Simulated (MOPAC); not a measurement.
Job for MOPAC: PM3 on C3H7FO (a complex), monomers drawn apart or pushed together.

```
PM3 1SCF PRECISE CHARGE=0 THREADS=1
C3H7FO

F      0.54772149 1    -0.26638405 1     0.36994511 1
H     -0.02770234 1    -0.29930729 1     1.12956725 1
C      1.19624779 1     0.04920921 1     4.19602820 1
C     -0.28803902 1    -0.19366928 1     4.22328154 1
C     -0.95216414 1    -0.26491467 1     5.57058866 1
O     -0.94224372 1    -0.32646650 1     3.20340247 1
H      1.38747797 1     1.07888530 1     4.51229219 1
H      1.70272521 1    -0.60029705 1     4.91261445 1
H      1.59819004 1    -0.09727821 1     3.19661885 1
H     -2.03352127 1    -0.28216352 1     5.46086788 1
H     -0.62462916 1    -1.17468808 1     6.08159480 1
H     -0.64588792 1     0.57635966 1     6.19567646 1
```

Program output:

```
*******************************************************************************
 **                                                                           **
 **                              MOPAC v23.2.5                                **
 **                                                                           **
 *******************************************************************************
 ** MOPAC's Digital Object Identifier: https://doi.org/10.5281/zenodo.6511958 **
 **                                                                           **
 ** Please cite the open-source release paper for use of this MOPAC version:  **
 ** J. E. Moussa and J. J. P. Stewart (2026)                                  **
 ** MOPAC: An open-source semiempirical molecular orbital program             **
 ** J. Open Source Softw., 11(119), 8025, https://doi.org/10.21105/joss.08025 **
 *******************************************************************************

                              PM3 CALCULATION RESULTS

 *******************************************************************************
 *  PM3        - The PM3 Hamiltonian to be used
 *
 *
 *
 *                 CHARGE ON SYSTEM = 0
 *
 *
 *
 *  PRECISE    - TIGHTER CRITERIA TO BE USED
 *  1SCF       - DO 1 SCF AND THEN STOP
 *  THREADS=1  - MULTI-THREADING NOT USED
 *  T=         - A TIME OF 172800.0 SECONDS REQUESTED
 *  DUMP=N     - RESTART FILE WRITTEN EVERY 7200.0 SECONDS REQUESTED
 *******************************************************************************
PM3 1SCF PRECISE CHARGE=0 THREADS=1
 C3H7FO

   ATOM   CHEMICAL          X               Y               Z
  NUMBER   SYMBOL      (ANGSTROMS)     (ANGSTROMS)     (ANGSTROMS)

     1       F          0.54772149  *  -0.26638405  *   0.36994511  *
     2       H         -0.02770234  *  -0.29930729  *   1.12956725  *
     3       C          1.19624779  *   0.04920921  *   4.19602820  *
     4       C         -0.28803902  *  -0.19366928  *   4.22328154  *
     5       C         -0.95216414  *  -0.26491467  *   5.57058866  *
     6       O         -0.94224372  *  -0.32646650  *   3.20340247  *
     7       H          1.38747797  *   1.07888530  *   4.51229219  *
     8       H          1.70272521  *  -0.60029705  *   4.91261445  *
     9       H          1.59819004  *  -0.09727821  *   3.19661885  *
    10       H         -2.03352127  *  -0.28216352  *   5.46086788  *
    11       H         -0.62462916  *  -1.17468808  *   6.08159480  *
    12       H         -0.64588792  *   0.57635966  *   6.19567646  *



          CARTESIAN COORDINATES

    NO.       ATOM           X           Y           Z

     1         F          0.5477     -0.2664      0.3699
     2         H         -0.0277     -0.2993      1.1296
     3         C          1.1962      0.0492      4.1960
     4         C         -0.2880     -0.1937      4.2233
     5         C         -0.9522     -0.2649      5.5706
     6         O         -0.9422     -0.3265      3.2034
     7         H          1.3875      1.0789      4.5123
     8         H          1.7027     -0.6003      4.9126
     9         H          1.5982     -0.0973      3.1966
    10         H         -2.0335     -0.2822      5.4609
    11         H         -0.6246     -1.1747      6.0816
    12         H         -0.6459      0.5764      6.1957

  H: (PM3): J. J. P. STEWART, J. COMP. CHEM. 10, 209 (1989).
  C: (PM3): J. J. P. STEWART, J. COMP. CHEM. 10, 209 (1989).
  O: (PM3): J. J. P. STEWART, J. COMP. CHEM. 10, 209 (1989).
  F: (PM3): J. J. P. STEWART, J. COMP. CHEM. 10, 209 (1989).

           Empirical Formula: C3 H7 O F  =    12 atoms



      MOLECULAR POINT GROUP   :   C1


      RHF CALCULATION, NO. OF DOUBLY OCCUPIED LEVELS = 16


 -------------------------------------------------------------------------------
 PM3 1SCF PRECISE CHARGE=0 THREADS=1
 C3H7FO



     1SCF WAS SPECIFIED, SO BFGS WAS NOT USED
     SCF FIELD WAS ACHIEVED


                              PM3 CALCULATION
                                                       MOPAC v23.2.5 Linux




          FINAL HEAT OF FORMATION =       -117.89958 KCAL/MOL =    -493.29184 KJ/MOL


          COSMO AREA              =        129.09 SQUARE ANGSTROMS
          COSMO VOLUME            =        109.19 CUBIC ANGSTROMS

          IONIZATION POTENTIAL    =         11.123762 EV
          HOMO LUMO ENERGIES (EV) =        -11.124  0.458
          NO. OF FILLED LEVELS    =         16
          MOLECULAR WEIGHT        =         78.0861         POINT GROUP:  C1

          MOLECULAR DIMENSIONS (Angstroms)

            Atom       Atom       Distance
            H    12    F     1     6.00617
            H    10    H     8     3.55271
            H     7    H    11     2.56452


          SCF CALCULATIONS        =          1





   ATOM   CHEMICAL          X               Y               Z
  NUMBER   SYMBOL      (ANGSTROMS)     (ANGSTROMS)     (ANGSTROMS)

     1       F          0.54772149  *  -0.26638405  *   0.36994511  *
     2       H         -0.02770234  *  -0.29930729  *   1.12956725  *
     3       C          1.19624779  *   0.04920921  *   4.19602820  *
     4       C         -0.28803902  *  -0.19366928  *   4.22328154  *
     5       C         -0.95216414  *  -0.26491467  *   5.57058866  *
     6       O         -0.94224372  *  -0.32646650  *   3.20340247  *
     7       H          1.38747797  *   1.07888530  *   4.51229219  *
     8       H          1.70272521  *  -0.60029705  *   4.91261445  *
     9       H          1.59819004  *  -0.09727821  *   3.19661885  *
    10       H         -2.03352127  *  -0.28216352  *   5.46086788  *
    11       H         -0.62462916  *  -1.17468808  *   6.08159480  *
    12       H         -0.64588792  *   0.57635966  *   6.19567646  *

                             CARTESIAN COORDINATES

   1    F        0.547721490    -0.266384050     0.369945110
   2    H       -0.027702340    -0.299307290     1.129567250
   3    C        1.196247790     0.049209210     4.196028200
   4    C       -0.288039020    -0.193669280     4.223281540
   5    C       -0.952164140    -0.264914670     5.570588660
   6    O       -0.942243720    -0.326466500     3.203402470
   7    H        1.387477970     1.078885300     4.512292190
   8    H        1.702725210    -0.600297050     4.912614450
   9    H        1.598190040    -0.097278210     3.196618850
  10    H       -2.033521270    -0.282163520     5.460867880
  11    H       -0.624629160    -1.174688080     6.081594800
  12    H       -0.645887920     0.576359660     6.195676460


           Empirical Formula: C3 H7 O F  =    12 atoms



      MOLECULAR POINT GROUP   :   C1


                  EIGENVALUES
 -39.20326 -32.48060 -28.46130 -22.78529 -19.72153 -16.73481 -16.62011 -16.46524
 -16.32730 -15.57127 -15.56549 -14.08987 -13.97407 -13.64392 -12.98987 -11.12376
   0.45760   2.22669   3.39580   3.56882   3.65680   3.78237   3.83947   3.89581
   4.16878   4.45371   6.59716


              NET ATOMIC CHARGES AND DIPOLE CONTRIBUTIONS

  ATOM NO.   TYPE          CHARGE      No. of ELECS.   s-Pop       p-Pop
    1          F          -0.193348        7.1933     1.65779     5.53556
    2          H           0.186392        0.8136     0.81361
    3          C          -0.167368        4.1674     1.14300     3.02437
    4          C           0.280017        3.7200     1.21219     2.50779
    5          C          -0.166362        4.1664     1.14303     3.02334
    6          O          -0.340333        6.3403     1.86353     4.47681
    7          H           0.065679        0.9343     0.93432
    8          H           0.064071        0.9359     0.93593
    9          H           0.072111        0.9279     0.92789
   10          H           0.073105        0.9269     0.92689
   11          H           0.064034        0.9360     0.93597
   12          H           0.062000        0.9380     0.93800
 DIPOLE           X         Y         Z       TOTAL
 POINT-CHG.     0.835     0.258     2.963     3.089
 HYBRID        -0.170     0.026     0.836     0.853
 SUM            0.666     0.284     3.798     3.867


          ATOMIC ORBITAL ELECTRON POPULATIONS

     Atom    s        px        py        pz
    1  F   1.65779   1.83003   1.99944   1.70609
    2  H   0.81361
    3  C   1.14300   0.96057   1.02736   1.03644
    4  C   1.21219   0.89923   0.71271   0.89586
    5  C   1.14303   1.02628   1.02547   0.97158
    6  O   1.86353   1.69553   1.35222   1.42906
    7  H   0.93432
    8  H   0.93593
    9  H   0.92789
   10  H   0.92689
   11  H   0.93597
   12  H   0.93800

 **********************
 *                    *
 * JOB ENDED NORMALLY *
 *                    *
 **********************




 == MOPAC DONE ==
```

The run finished.

Cost: around 0.020 core-seconds (rough).
